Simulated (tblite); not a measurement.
C₃H₅O₃S (doublet state).
Cartesian coordinates in Å at the GFN2-xTB level; atoms count from 1:
```
atom  x, y, z in Å
O1     1.6485   -1.6195   -1.0734
S2     1.1909   -0.6904   -0.0892
O3     0.9612   -1.1326    1.2519
O4     2.2612    0.5117   -0.0384
C5    -0.2648    0.1517   -0.5952
C6    -0.9762    0.9969    0.3711
C7    -1.5861   -0.2931   -0.1345
H8     2.8169    0.4771   -0.8186
H9    -1.4220    1.9199    0.0286
H10   -0.5745    1.0482    1.3743
H11   -2.4248   -0.2088   -0.8112
H12   -1.6291   -1.1618    0.5088
```

Computed with GFN2-xTB (tblite): harmonic, unscaled wavenumbers at the GFN2-xTB geometry, gas phase. Errors from tens to a few hundred cm⁻¹ against measured bands are possible. One conformer, not necessarily the lowest. Open shells enter through the occupations alone, without spin polarisation, and single modes of such species can be off by tens of per cent.

Harmonic wavenumbers (cm⁻¹): 29.7, 156.0, 163.0, 218.4, 309.0, 339.9, 396.2, 447.7, 457.7, 639.3, 737.5, 757.1, 837.4, 877.2, 934.0, 1012.3, 1029.8, 1043.2, 1053.4, 1108.2, 1116.0, 1274.0, 1353.2, 1388.5, 1458.8, 3056.5, 3057.8, 3066.8, 3076.0, 3602.3.

A = 4189, B = 1921, C = 1788 MHz; mass 120.996 u (most abundant isotopes); point group C1, symmetry number 1; spin multiplicity 2.

Problem. Zero-point energy?

Solution. ½Σν̃ = 17498 cm⁻¹ = 209.33 kJ/mol.

Problem. Entropy at 298.15 K, 1 bar (ideal gas, RRHO, classical rotation)?

Solution. Translation 168.67, rotation 115.08, vibration 83.46, spin (R ln 2) 5.76: S = 373.0 J/(mol K).

Problem. And Cp and H(298.15 K) − H(0)?

Solution. Cp = 122.87 J/(mol K), of which vibrations give 89.61 (their classical limit is 30 R = 249.4); H(298.15 K) − H(0) = 23.04 kJ/mol without the zero-point energy, 13.12 from vibrations.

Problem. What must be added to the electronic energy to get the Gibbs energy at 298.15 K and 1 bar?

Solution. ZPE + [H(298.15 K) − H(0)] − T·S = 209.33 + 23.04 − 111.20 = 121.17 kJ/mol.

Problem. Which modes carry the vibrational entropy at 298.15 K?

Solution. 29.7 cm⁻¹: 24.47; 156.0 cm⁻¹: 10.87; 163.0 cm⁻¹: 10.52; 218.4 cm⁻¹: 8.25; 309.0 cm⁻¹: 5.72; 339.9 cm⁻¹: 5.07 J/(mol K); the other 24 give 18.55 together.

Hindered rotation and anharmonicity are outside this model. Other conformers, if any are populated, would add a mixing term that is left out. The structure is chiral; the term R ln 2 for an equal mix with its mirror image is left out.
